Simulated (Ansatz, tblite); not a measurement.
Cost and result up the ladder for `COc1ccc(-c2cc(C)c(-c3cc(C)c(-c4cc(C)c(-c5cc(C)c(-c6ccc(C(F)=C(F)F)cc6)s5)s4)s3)s2)cc1` (70 atoms). The state is a singlet with charge 0. Geometry: PBE-D4/def2-SVP.

Cartesian coordinates in Å:
```
C 7.227 -11.865 -0.465
O 7.106 -10.772 0.425
C 6.208 -9.794 0.132
C 6.123 -8.729 1.056
C 5.230 -7.683 0.843
C 4.388 -7.645 -0.298
C 3.449 -6.549 -0.524
C 2.390 -6.466 -1.424
C 1.665 -5.244 -1.387
C 0.485 -4.960 -2.271
C 2.180 -4.356 -0.425
C 1.757 -3.034 -0.041
C 2.266 -2.237 0.988
C 1.653 -0.967 1.125
C 2.055 0.031 2.172
C 0.636 -0.766 0.172
C -0.235 0.357 -0.053
C -1.192 0.511 -1.061
C -1.913 1.731 -1.024
C -2.979 2.085 -2.021
C -1.510 2.550 0.046
C -1.975 3.847 0.469
C -1.631 4.542 1.631
C -2.240 5.818 1.771
C -2.028 6.683 2.983
C -3.083 6.120 0.690
C -3.923 7.289 0.439
C -5.134 7.176 -0.293
C -5.947 8.278 -0.548
C -5.588 9.566 -0.074
C -6.392 10.765 -0.292
F -5.898 11.914 0.233
C -7.573 10.896 -0.948
F -8.212 12.046 -1.078
F -8.222 9.898 -1.535
C -4.377 9.690 0.648
C -3.564 8.582 0.893
S -3.089 4.812 -0.477
S -0.231 1.782 0.970
S 0.470 -2.172 -0.865
S 3.559 -5.066 0.395
C 4.490 -8.717 -1.213
C 5.379 -9.780 -1.009
H 7.999 -12.532 -0.039
H 6.273 -12.431 -0.561
H 7.551 -11.540 -1.480
H 6.773 -8.755 1.943
H 5.171 -6.873 1.587
H 2.118 -7.290 -2.098
H 0.244 -5.841 -2.897
H 0.675 -4.104 -2.953
H -0.422 -4.703 -1.683
H 3.081 -2.577 1.644
H 2.904 -0.350 2.772
H 1.221 0.256 2.870
H 2.364 0.999 1.723
H -1.369 -0.260 -1.825
H -3.179 1.234 -2.701
H -2.685 2.955 -2.647
H -3.933 2.359 -1.525
H -0.957 4.117 2.390
H -1.731 6.066 3.853
H -2.944 7.244 3.255
H -1.220 7.430 2.824
H -5.453 6.185 -0.650
H -6.876 8.134 -1.114
H -4.069 10.681 1.009
H -2.614 8.732 1.422
H 3.871 -8.717 -2.122
H 5.425 -10.588 -1.751
```

Ansatz on 4 threads of AMD EPYC 7R13 on a shared host and a share (37 GiB) of an NVIDIA H100 80GB HBM3; xTB runs through tblite on one thread. Times are rough, summed over both states, and most runs start from the orbitals of an earlier one. PBE0-D4/def2-SVP serves as the yardstick here, not as an exact answer. The other state is a doublet.

The xTB rows come from tblite. Single mean-field runs in def2-SVP are fitted with def2-universal-jkfit.

Raw xTB energies of ions are shifted by several eV.

```json
{"level": "GFN2-xTB", "functions": "219", "vertical IE (eV)": "10.84", "difference from PBE0-D4/def2-SVP (eV)": "4.92", "remarks": "–"}
{"level": "GFN1-xTB", "functions": "246", "vertical IE (eV)": "11.57", "difference from PBE0-D4/def2-SVP (eV)": "5.65", "remarks": "–"}
{"level": "PBE-D4/def2-SVP", "functions": "753", "vertical IE (eV)": "5.59", "difference from PBE0-D4/def2-SVP (eV)": "-0.33", "remarks": "–"}
{"level": "ωB97X-V/def2-SVP", "functions": "753", "vertical IE (eV)": "6.23", "difference from PBE0-D4/def2-SVP (eV)": "0.31", "remarks": "spin-contaminated (⟨S²⟩ 0.88) (+1 doublet)"}
{"level": "PBE0-D4/def2-SVP (with forces)", "functions": "753", "vertical IE (eV)": "5.92", "difference from PBE0-D4/def2-SVP (eV)": "0.00", "remarks": "–"}
```

Q: Estimate how long each takes.

A: GFN2-xTB 0.7 s; GFN1-xTB 0.79 s; PBE-D4/def2-SVP 10 s; PBE0-D4/def2-SVP (with forces) 19 s; ωB97X-V/def2-SVP 29 s. On shared hardware such times vary by a factor of up to 3.
